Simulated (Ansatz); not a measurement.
CH6BNSi, relaxed with RKS PBE-D4/def2-SVP in Ansatz 0.2.0 from a rough embedded geometry. The force threshold is 0.03 eV/Å; the program also tests the step.

Charge 0, multiplicity 1. The bonds changed during the relaxation, so this is another structure than the one it started from.

Start:

```xyz
10

B     1.217    0.196    1.000
C     0.147   -0.547    0.196
N     0.270   -0.214   -1.194
Si   -1.277    0.499   -0.353
H     2.415   -0.036    0.789
H     0.983    0.859    1.968
H    -0.104   -1.634    0.387
H    -0.167   -1.055   -1.744
H    -1.025    2.012   -0.219
H    -2.458   -0.079   -0.831
```

(1) How much energy does the relaxation release, and in how many steps? (An estimate is asked.)

(2) Which bonds change most? (Estimate.)

(3) Give the relaxed structure. (Estimate.)

Results:

(1) Computed: 46.86 kcal/mol, in 28 steps, 3 of them rejected.

(2) Ansatz gave: B1–Si4 from 2.853 to 2.050 Å; C2–N3 from 1.435 to 1.317 Å; Si4–H10 from 1.399 to 1.513 Å; B1–C2 from 1.531 to 1.595 Å.

(3) Ansatz gave: 
```xyz
10

B     0.673    0.258    1.026
C     0.577   -0.972    0.014
N    -0.312   -0.702   -0.919
Si   -0.778    0.990   -0.223
H     1.768    0.820    0.973
H     0.363   -0.021    2.183
H     1.112   -1.950   -0.022
H    -0.538   -1.345   -1.692
H    -0.591    1.981   -1.352
H    -2.272    0.941    0.012
```
